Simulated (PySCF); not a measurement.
BH5NSi, AlBH5OSi, BH5N2Si, BH5OSi2 and others (calculated)

Calculation on a computer-drawn molecule: the log of a Hartree-Fock and frozen-core CCSD(T) single point meant for a local Hartree-Fock minimum, with one planted fault or none, to be diagnosed. Offsets are logged minus clean, where the clean run is the same molecule without the fault. The reference is restricted for singlets and unrestricted otherwise, and also for a bond in bohr or an excited solution. Adding or removing an electron swaps singlet and doublet. The excited solution moves the top pair (singlet) or top alpha electron (doublet) to the lowest empty orbital. Highest occupied and lowest empty are orbital energies over both spins, largest force is the largest gradient component, triples share is (T) over the correlation energy, the T1 limit is 0.02 restricted and 0.045 unrestricted, electrons count all cores, a negative frequency is imaginary (commonest isotopes), and the dipole is about the centre of nuclear charge. Program: PySCF 2.14.0.

Common to all runs: meant charge 0; meant basis cc-pV(D+d)Z; logged SCF converged yes; possible faults no fault, one electron removed, one electron added, multiplicity raised by two, geometry at a saddle point, SCF held on an excited solution, minimal basis STO-3G, one bond length entered in bohr, all coordinates scaled.

(1) 
```xyz
8
formula=BH5NSi meant_multiplicity=2 logged_electrons=31 logged_basis_functions=76 logged_spin_squared=1.3821 logged_highest_occupied=-7.4445 logged_lowest_empty=1.0455 logged_largest_force=0.018133 logged_T1_diagnostic=0.074647 logged_D1_diagnostic=0.30796 logged_triples_share=0.035796 logged_CC_converged=yes logged_dipole_magnitude=3.6994 logged_SCF_stable_within_its_kind=yes logged_energy_HF=-370.82831 logged_energy_CCSD(T)=-371.23456 planted_fault=one_bond_length_entered_in_bohr,row_3_of_the_drawn_bonds HF_energy_offset_from_clean_run=77.31 CCSD(T)_energy_offset_from_clean_run=73.34
B     -2.5047     1.4099    -0.6693
Si    -2.7138    -0.4849    -0.5855
N     -1.8565    -1.5577     0.4032
H     -0.9876     2.4819     0.6338
H     -3.2010     2.0200    -1.4332
H     -3.6615    -1.2921    -1.3791
H     -1.1466    -1.2646     1.0453
H     -2.0028    -2.5472     0.4113
```

Units: logged_highest_occupied, logged_lowest_empty in eV; logged_largest_force in hartree/bohr; logged_dipole_magnitude in debye; logged_energy_HF, logged_energy_CCSD(T) in hartree; HF_energy_offset_from_clean_run, CCSD(T)_energy_offset_from_clean_run in kcal/mol.

Drawn bonds:
```tsv
atom	other atom	order
1	2	1
2	3	1
1	4	1
1	5	1
2	6	1
3	7	1
3	8	1
```

Notes: T1 above single-reference limit.

(2) 
```xyz
9
formula=AlBH5OSi meant_multiplicity=2 logged_electrons=45 logged_basis_functions=99 logged_spin_squared=0.7689 logged_highest_occupied=-3.0842 logged_lowest_empty=-2.575 logged_largest_force=0.10649 logged_CC_converged=no logged_dipole_magnitude=13.624 logged_SCF_stable_within_its_kind=no logged_energy_HF=-633.19401 planted_fault=SCF_held_on_an_excited_solution HF_energy_offset_from_clean_run=98.29
B     -3.1141    -0.3708     1.2681
Si    -1.4640    -0.6231     0.3371
O     -0.4301     0.5440    -0.1019
Al     0.5399     1.8826    -0.4744
H     -3.4906     0.7209     1.5929
H     -3.7659    -1.3470     1.5188
H     -0.9293    -1.9280    -0.0976
H      1.6133     2.3289     0.5815
H      0.3184     2.5869    -1.8605
```

Units: logged_highest_occupied, logged_lowest_empty in eV; logged_largest_force in hartree/bohr; logged_dipole_magnitude in debye; logged_energy_HF in hartree; HF_energy_offset_from_clean_run in kcal/mol.

Drawn bonds:
```tsv
atom	other atom	order
1	2	1
2	3	1
3	4	1
1	5	1
1	6	1
2	7	1
4	8	1
4	9	1
```

Notes: CCSD not converged.

(3) 
```xyz
9
formula=BH5N2Si meant_multiplicity=1 logged_electrons=38 logged_basis_functions=90 logged_spin_squared=2.0261 logged_highest_occupied=-6.2697 logged_lowest_empty=-0.058414 logged_largest_force=0.11949 logged_T1_diagnostic=0.059499 logged_D1_diagnostic=0.38212 logged_triples_share=0.030485 logged_CC_converged=yes logged_dipole_magnitude=5.0129 logged_SCF_stable_within_its_kind=yes logged_energy_HF=-425.3351 logged_energy_CCSD(T)=-425.88248 planted_fault=multiplicity_raised_by_two HF_energy_offset_from_clean_run=43.05 CCSD(T)_energy_offset_from_clean_run=56.58
B      0.4732     0.7804     1.1574
Si     0.9632    -0.1954    -0.5550
N      0.0487    -0.6546    -1.7517
N      2.6131    -0.5291    -0.5887
H      0.8472     0.3883     2.2278
H     -0.2196     1.7568     1.1317
H     -0.9225    -0.4173    -1.8206
H      3.2256    -0.4195     0.1938
H      3.0436    -0.9952    -1.3644
```

Units: logged_highest_occupied, logged_lowest_empty in eV; logged_largest_force in hartree/bohr; logged_dipole_magnitude in debye; logged_energy_HF, logged_energy_CCSD(T) in hartree; HF_energy_offset_from_clean_run, CCSD(T)_energy_offset_from_clean_run in kcal/mol.

Drawn bonds:
```tsv
atom	other atom	order
1	2	1
2	3	2
2	4	1
1	5	1
1	6	1
3	7	1
4	8	1
4	9	1
```

Notes: T1 above single-reference limit.

(4) 
```xyz
9
formula=BH5N2Si meant_multiplicity=1 logged_electrons=39 logged_basis_functions=90 logged_spin_squared=0.7611 logged_highest_occupied=-1.0163 logged_lowest_empty=8.1397 logged_largest_force=0.055507 logged_T1_diagnostic=0.015098 logged_D1_diagnostic=0.051803 logged_triples_share=0.029559 logged_CC_converged=yes logged_dipole_magnitude=5.2012 logged_SCF_stable_within_its_kind=yes logged_energy_HF=-425.4055 logged_energy_CCSD(T)=-425.98719 planted_fault=one_electron_added HF_energy_offset_from_clean_run=-1.123 CCSD(T)_energy_offset_from_clean_run=-9.125
B      0.4732     0.7804     1.1574
Si     0.9632    -0.1954    -0.5550
N      0.0487    -0.6546    -1.7517
N      2.6131    -0.5291    -0.5887
H      0.8472     0.3883     2.2278
H     -0.2196     1.7568     1.1317
H     -0.9225    -0.4173    -1.8206
H      3.2256    -0.4195     0.1938
H      3.0436    -0.9952    -1.3644
```

Units: logged_highest_occupied, logged_lowest_empty in eV; logged_largest_force in hartree/bohr; logged_dipole_magnitude in debye; logged_energy_HF, logged_energy_CCSD(T) in hartree; HF_energy_offset_from_clean_run, CCSD(T)_energy_offset_from_clean_run in kcal/mol.

Drawn bonds:
```tsv
atom	other atom	order
1	2	1
2	3	2
2	4	1
1	5	1
1	6	1
3	7	1
4	8	1
4	9	1
```

(5) 
```xyz
9
formula=BH5OSi2 meant_multiplicity=1 logged_electrons=46 logged_basis_functions=99 logged_spin_squared=0 logged_highest_occupied=-10.175 logged_lowest_empty=0.75894 logged_largest_force=0.076302 logged_T1_diagnostic=0.019739 logged_D1_diagnostic=0.063008 logged_triples_share=0.028736 logged_CC_converged=yes logged_dipole_magnitude=3.9594 logged_SCF_stable_within_its_kind=yes logged_energy_HF=-680.2631 logged_energy_CCSD(T)=-680.78118 planted_fault=all_coordinates_scaled,by_-4.7_% HF_energy_offset_from_clean_run=13.67 CCSD(T)_energy_offset_from_clean_run=18.53
B     -3.4323     1.5732    -1.7850
Si    -1.5732     2.1063    -1.8721
O     -1.0720     2.9926    -2.8861
Si    -0.1774     1.2718    -0.2908
H     -3.7997     0.6386    -2.3282
H     -4.1864     2.1761    -1.1756
H     -0.8945     0.4304     0.5910
H      0.8404     0.5270    -0.9214
H      0.3845     2.3402     0.4379
```

Units: logged_highest_occupied, logged_lowest_empty in eV; logged_largest_force in hartree/bohr; logged_dipole_magnitude in debye; logged_energy_HF, logged_energy_CCSD(T) in hartree; HF_energy_offset_from_clean_run, CCSD(T)_energy_offset_from_clean_run in kcal/mol.

Drawn bonds:
```tsv
atom	other atom	order
1	2	1
2	3	2
2	4	1
1	5	1
1	6	1
4	7	1
4	8	1
4	9	1
```

(6) 
```xyz
10
formula=B3H6Si meant_multiplicity=2 logged_electrons=35 logged_basis_functions=30 logged_spin_squared=0.7585 logged_highest_occupied=-5.789 logged_lowest_empty=4.1367 logged_largest_force=0.024679 logged_T1_diagnostic=0.015522 logged_D1_diagnostic=0.091621 logged_triples_share=0.013265 logged_CC_converged=yes logged_dipole_magnitude=0.0005508 logged_SCF_stable_within_its_kind=yes logged_energy_HF=-362.09908 logged_energy_CCSD(T)=-362.2856 planted_fault=minimal_basis_STO-3G HF_energy_offset_from_clean_run=2683 CCSD(T)_energy_offset_from_clean_run=2819
B     -0.0382    -2.9044    -2.5503
Si     0.1031    -1.2013    -1.4888
B     -0.1973    -1.2283     0.5004
B      0.5444     0.5286    -2.4161
H     -0.3042    -3.9451    -2.0150
H      0.1413    -2.9092    -3.7368
H     -0.4649    -2.2499     1.0704
H     -0.1142    -0.2235     1.1513
H      0.6321     1.5546    -1.7997
H      0.7273     0.5644    -3.6016
```

Units: logged_highest_occupied, logged_lowest_empty in eV; logged_largest_force in hartree/bohr; logged_dipole_magnitude in debye; logged_energy_HF, logged_energy_CCSD(T) in hartree; HF_energy_offset_from_clean_run, CCSD(T)_energy_offset_from_clean_run in kcal/mol.

Drawn bonds:
```tsv
atom	other atom	order
1	2	1
2	3	1
2	4	1
1	5	1
1	6	1
3	7	1
3	8	1
4	9	1
4	10	1
```

(7) 
```xyz
9
formula=CH5BOSi meant_multiplicity=1 logged_electrons=38 logged_basis_functions=90 logged_spin_squared=2.0392 logged_highest_occupied=-6.5436 logged_lowest_empty=-0.52981 logged_largest_force=0.13442 logged_T1_diagnostic=0.069635 logged_D1_diagnostic=0.43227 logged_triples_share=0.033214 logged_CC_converged=yes logged_dipole_magnitude=5.4602 logged_SCF_stable_within_its_kind=yes logged_energy_HF=-429.13836 logged_energy_CCSD(T)=-429.69052 planted_fault=multiplicity_raised_by_two HF_energy_offset_from_clean_run=63.57 CCSD(T)_energy_offset_from_clean_run=69.02
B     -1.4377    -1.5411     1.1272
Si     0.0751    -0.4413     0.3489
C      1.1079    -1.3352    -0.9169
O      0.3087     0.9785     0.7874
H     -1.2779    -2.2032     2.1129
H     -2.5259    -1.5392     0.6260
H      1.5588    -2.2307    -0.4760
H      1.9004    -0.6909    -1.3003
H      0.4827    -1.6674    -1.7527
```

Units: logged_highest_occupied, logged_lowest_empty in eV; logged_largest_force in hartree/bohr; logged_dipole_magnitude in debye; logged_energy_HF, logged_energy_CCSD(T) in hartree; HF_energy_offset_from_clean_run, CCSD(T)_energy_offset_from_clean_run in kcal/mol.

Drawn bonds:
```tsv
atom	other atom	order
1	2	1
2	3	1
2	4	2
1	5	1
1	6	1
3	7	1
3	8	1
3	9	1
```

Notes: T1 above single-reference limit.

(8) 
```xyz
9
formula=CH5BOSi meant_multiplicity=1 logged_electrons=38 logged_basis_functions=90 logged_spin_squared=0 logged_highest_occupied=-10.697 logged_lowest_empty=0.94099 logged_largest_force=1.875e-05 logged_lowest_frequency=72.429 logged_T1_diagnostic=0.019669 logged_D1_diagnostic=0.065513 logged_triples_share=0.029985 logged_CC_converged=yes logged_dipole_magnitude=4.7327 logged_SCF_stable_within_its_kind=yes logged_energy_HF=-429.23966 logged_energy_CCSD(T)=-429.80051 planted_fault=no_fault HF_energy_offset_from_clean_run=0 CCSD(T)_energy_offset_from_clean_run=0
B     -1.4377    -1.5411     1.1272
Si     0.0751    -0.4413     0.3489
C      1.1079    -1.3352    -0.9169
O      0.3087     0.9785     0.7874
H     -1.2779    -2.2032     2.1129
H     -2.5259    -1.5392     0.6260
H      1.5588    -2.2307    -0.4760
H      1.9004    -0.6909    -1.3003
H      0.4827    -1.6674    -1.7527
```

Units: logged_highest_occupied, logged_lowest_empty in eV; logged_largest_force in hartree/bohr; logged_lowest_frequency in cm⁻¹; logged_dipole_magnitude in debye; logged_energy_HF, logged_energy_CCSD(T) in hartree; HF_energy_offset_from_clean_run, CCSD(T)_energy_offset_from_clean_run in kcal/mol.

Drawn bonds:
```tsv
atom	other atom	order
1	2	1
2	3	1
2	4	2
1	5	1
1	6	1
3	7	1
3	8	1
3	9	1
```

(9) 
```xyz
9
formula=CH5BOSi meant_multiplicity=1 logged_electrons=38 logged_basis_functions=29 logged_spin_squared=0 logged_highest_occupied=-7.3377 logged_lowest_empty=5.9937 logged_largest_force=0.034567 logged_T1_diagnostic=0.019565 logged_D1_diagnostic=0.072928 logged_triples_share=0.031851 logged_CC_converged=yes logged_dipole_magnitude=2.4748 logged_SCF_stable_within_its_kind=yes logged_energy_HF=-424.04264 logged_energy_CCSD(T)=-424.29034 planted_fault=minimal_basis_STO-3G HF_energy_offset_from_clean_run=3261 CCSD(T)_energy_offset_from_clean_run=3458
B     -1.4377    -1.5411     1.1272
Si     0.0751    -0.4413     0.3489
C      1.1079    -1.3352    -0.9169
O      0.3087     0.9785     0.7874
H     -1.2779    -2.2032     2.1129
H     -2.5259    -1.5392     0.6260
H      1.5588    -2.2307    -0.4760
H      1.9004    -0.6909    -1.3003
H      0.4827    -1.6674    -1.7527
```

Units: logged_highest_occupied, logged_lowest_empty in eV; logged_largest_force in hartree/bohr; logged_dipole_magnitude in debye; logged_energy_HF, logged_energy_CCSD(T) in hartree; HF_energy_offset_from_clean_run, CCSD(T)_energy_offset_from_clean_run in kcal/mol.

Drawn bonds:
```tsv
atom	other atom	order
1	2	1
2	3	1
2	4	2
1	5	1
1	6	1
3	7	1
3	8	1
3	9	1
```

(10) 
```xyz
10
formula=CH6BOSi meant_multiplicity=2 logged_electrons=39 logged_basis_functions=30 logged_spin_squared=0.7545 logged_highest_occupied=-4.3576 logged_lowest_empty=5.721 logged_largest_force=0.048759 logged_T1_diagnostic=0.021072 logged_D1_diagnostic=0.097203 logged_triples_share=0.018723 logged_CC_converged=yes logged_dipole_magnitude=2.6889 logged_SCF_stable_within_its_kind=yes logged_energy_HF=-424.66197 logged_energy_CCSD(T)=-424.87575
B      0.1463    -0.0715     2.1715
Si     0.2750    -0.4169     0.3039
C     -0.6677    -1.7014    -0.6786
O      1.2814     0.4242    -0.6837
H     -0.6206    -0.7430     2.8074
H      0.8046     0.7826     2.6930
H     -1.2680    -1.2358    -1.4663
H     -1.3390    -2.2574    -0.0211
H      0.0130    -2.4138    -1.1548
H      1.3151     0.2253    -1.6069
```

Units: logged_highest_occupied, logged_lowest_empty in eV; logged_largest_force in hartree/bohr; logged_dipole_magnitude in debye; logged_energy_HF, logged_energy_CCSD(T) in hartree.

Drawn bonds:
```tsv
atom	other atom	order
1	2	1
2	3	1
2	4	1
1	5	1
1	6	1
3	7	1
3	8	1
3	9	1
4	10	1
```

## Withheld values
1. Which fault was planted in the run of CH6BOSi (entry 10)?

## Answers
1. minimal basis STO-3G

Further results for CH6BOSi (entry 10):

* HF energy offset from clean run: 3251 kcal/mol
* CCSD(T) energy offset from clean run: 3472 kcal/mol
